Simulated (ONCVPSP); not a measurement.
# Configuration tests for rubidium (ONCV)

- Element: rubidium
- Generator: ONCVPSP 4.0.1
- Type: optimised norm-conserving Vanderbilt (ONCV)
- Functional: LDA (Perdew-Zunger)
- Relativity: fully relativistic
- Frozen core: [Ar] 3d10
- Valence charge: 9
- Reference configuration: 4s2 4p6 5s1
- Partial waves: 4s+5s: rc 1.95 bohr, ncon 4, nbas 9, qcut 7.5 1/bohr, 3 projectors, debl 3.4 Ha; 4p: rc 2.15 bohr, ncon 3, nbas 7, qcut 5.5 1/bohr, 2 projectors, debl 2.7 Ha; d scattering state at 0.31 Ha: rc 2.05 bohr, ncon 4, nbas 7, qcut 5.3 1/bohr, 3 projectors, debl 1.6 Ha; f scattering state at 0.1 Ha: rc 2.35 bohr, ncon 3, nbas 6, qcut 4.2 1/bohr, 2 projectors, debl 3.7 Ha
- Local potential: polynomial inside 1.55 bohr (lpopt 1, dvloc0 0 Ha)
- Core correction: Teter function, fcfact 5.75, rcfact 1.75

Open shells are filled in proportion to 2j + 1.

Energies are relative to the spin-unpolarised reference configuration 4s2 4p6 5s1; without spin polarisation the order of configurations can differ from experiment.

```tsv
valence configuration	charge	ΔE all-electron (eV)	error AE − PS (meV)
4s2 4p6 5s0	+1	4.277	-0.1
4s1 4p6 5s1	+1	37.828	-24
```

**Question.** What are ΔE and the potential's error for 4s2 4p6 5s0.5?

**Answer.** ΔE = 1.659 eV all-electron; the error (AE − PS) is 0.0 meV.

**Question.** What are ΔE and the potential's error for 4s2 4p6 5s0 5p1?

**Answer.** ΔE = 1.620 eV all-electron; the error (AE − PS) is +0.2 meV.

Levels in the configuration 4s1 4p6 5s1:

| level | all-electron (eV) | pseudo (eV) |
| --- | --- | --- |
| 4s j=1/2 | -43.987 | -44.040 |
| 4p j=3/2 | -27.004 | -27.075 |
| 4p j=1/2 | -28.009 | -28.082 |
| 5s j=1/2 | -8.369 | -8.368 |

These tests converged, but a pseudo level misses the all-electron one widely, so the file describes the atom poorly there or has found another state: 4s2 4p6 5s0 5p1: empty 5s by 3.0 eV.
